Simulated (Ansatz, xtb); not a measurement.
**AlHS2Si: which of two structures lies lower**

Structure I: a singlet given by its coordinates. Structure II: a singlet given by its coordinates. Both are isolated molecules in the gas phase, relaxed with PBE0-D3(BJ)/def2-SVP.

I (Å):

```tsv
atom	x (Å)	y (Å)	z (Å)
Al	-3.1495	0.2216	0.5619
S	-0.6508	-0.3878	0.2030
S	-2.9526	1.1531	-1.8541
Si	-1.0794	0.4717	-1.5670
H	-0.0436	0.6005	-2.6296
```

Close contacts (Å): Al1–S2 2.60, Al1–S3 2.60, Al1–Si4 2.98, S2–Si4 2.01, S3–Si4 2.01, Si4–H5 1.49.

II (Å):

| atom | x (Å) | y (Å) | z (Å) |
| --- | --- | --- | --- |
| Al | -2.1328 | 0.1597 | -1.6066 |
| S | -1.2643 | -0.9082 | 0.0892 |
| S | -1.0776 | 2.0648 | -1.4420 |
| Si | -0.1948 | 1.0024 | 0.2662 |
| H | -3.2140 | -0.3114 | -2.6526 |

Close contacts (Å): Al1–S2 2.18, Al1–S3 2.18, S2–Si4 2.20, S3–Si4 2.20, Al1–H5 1.58.

Problem. Estimate E(II) − E(I) at the level CCSD(T)/def2-TZVP.

Solution. Calculated at CCSD(T)/def2-TZVP: E(II) − E(I) = −0.726 eV, so structure II lies lower.

How the difference moves with the method:

| level | geometry | E(II) − E(I) (eV) | departure from the last row (eV) | job, with rough time for the two |
| --- | --- | --- | --- | --- |
| PBE0-D3(BJ)/def2-SVP | PBE0-D3(BJ)/def2-SVP | −0.704 | +0.021 | optimisation, 85 s |
| HF/def2-TZVP | PBE0-D3(BJ)/def2-SVP | −0.782 | −0.057 | part of the CCSD(T) run |
| MP2/def2-TZVP | PBE0-D3(BJ)/def2-SVP | −0.726 | −0.001 | part of the CCSD(T) run |
| CCSD(T)/def2-TZVP | PBE0-D3(BJ)/def2-SVP | −0.726 |  | single point, 2.4 min |

None of the levels shown reverses the order. The largest departure from CCSD(T)/def2-TZVP is that of HF/def2-TZVP, 0.057 eV. Levels run at GFN2-xTB geometries aren't shown.

With harmonic frequencies from PBE0-D3(BJ)/def2-SVP (ideal gas, rigid rotor, one conformer each, 298.15 K, 1 atm): on the last row, ΔE + ΔZPE = −0.747 eV. A mode under 50 cm⁻¹ makes harmonic enthalpies and free energies unreliable, so none is given.

The correlated steps freeze 20 core orbitals. Programs: Ansatz 0.2.0; the last row on 1 thread of AMD EPYC (Zen 3) on a shared host.
